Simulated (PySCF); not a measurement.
Nb³⁺ (niobium, charge +3) across methods

[Kr] 4d2, high-spin 3F determinant. Calculation: PySCF 2.14, in aug-cc-pVTZ-PP with one added diffuse shell each of s, p, d, f, g type with ECP28MDF (7s7p6d4f3g, 113 functions); a scalar-relativistic core potential.

```
 method  E (hartree)  mean ε 4p α (eV)  mean ε 4p β (eV)  mean ε 4d α (eV)  Σ⟨r²⟩ (bohr²)   ⟨S²⟩
   MN15     -54.8203           -68.156           -66.603           -33.289          21.36  2.000
 r2SCAN     -54.9558           -66.347           -64.488           -31.889          21.09  2.001
    PBE     -54.9239           -65.234           -63.756           -31.597          21.19  2.001
    UHF    -54.55924           -75.394           -71.481           -37.509          21.10  2.005
    LDA     -54.7468           -65.173           -63.695           -31.432          21.33  2.000
   PBE0     -54.9244           -68.030           -66.014           -33.248          21.13  2.001
r2SCANh     -54.9475           -67.308           -65.279           -32.523          21.08  2.002
```

Problem. Estimate the same row for wB97X-V.

Solution. E (hartree) = -54.9149; mean ε 4p α (eV) = -70.529; mean ε 4p β (eV) = -68.694; mean ε 4d α (eV) = -35.549; Σ⟨r²⟩ (bohr²) = 21.10; ⟨S²⟩ = 2.001.

Energies and moments cover only the electrons outside the core potential.
